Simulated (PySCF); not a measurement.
Predicted microwave data (PBE0-D3(BJ)/def2-SVP geometry optimisation, gas phase (PySCF)) for one isomer of C3H8OSeSi:

```
Rotational constants : A = 2228, B = 1400, C = 973.7 MHz
Dipole components    : |μa| = 1.02 D, |μb| = 0.22 D, |μc| = 0.80 D
Inertial defect      : -68.81 u·Å²
κ                    : -0.32
```

Task: Which candidate fits, each taken in the one conformer that was computed?
A. `[OH:1][Si@@H:2]([SeH:3])[CH:4]1[CH2:5][CH2:6]1` with H–O1–Si2–Se3 -52°, O1–Si2–Se3–H -72°, O1–Si2–C4–C5 -96°
B. `[SiH3:1][O:2][C@@H:3]1[CH2:4][CH2:5][Se:6]1` with Si1–O2–C3–C4 171°, O2–C3–C4–C5 -142°, C3–C4–C5–Se6 21°, C4–C5–Se6–C3 -16°, O2–C3–Se6–C5 134°
C. `[CH2:1]=[CH:2][Se:3][CH2:4][O:5][SiH3:6]` with C1–C2–Se3–C4 -163°, C2–Se3–C4–O5 -102°, Se3–C4–O5–Si6 45°

Result: A. It is O[Si@@H]([SeH])C1CC1, an asymmetric top, point group C1. The candidates at the same level (rigid rotor, commonest isotopes):

```
               SMILES  A (MHz)  B (MHz)  C (MHz)  μa (D)  μb (D)  μc (D)  Δ (u·Å²)  point group           rotor
[SiH3]O[C@@H]1CC[Se]1     3543     1179    921.7    0.08    1.11    0.66    -22.92           C1  asymmetric top
      C=C[Se]CO[SiH3]     3173     1084    919.9    0.37    0.68    0.84    -75.98           C1  asymmetric top
 O[Si@@H]([SeH])C1CC1     2228     1400    973.7    1.02    0.22    0.80    -68.81           C1  asymmetric top
```

`C=C[Se]CO[SiH3]` has A 42 % too high; `[SiH3]O[C@@H]1CC[Se]1` has A 59 % too high. No structure here is proved a minimum.
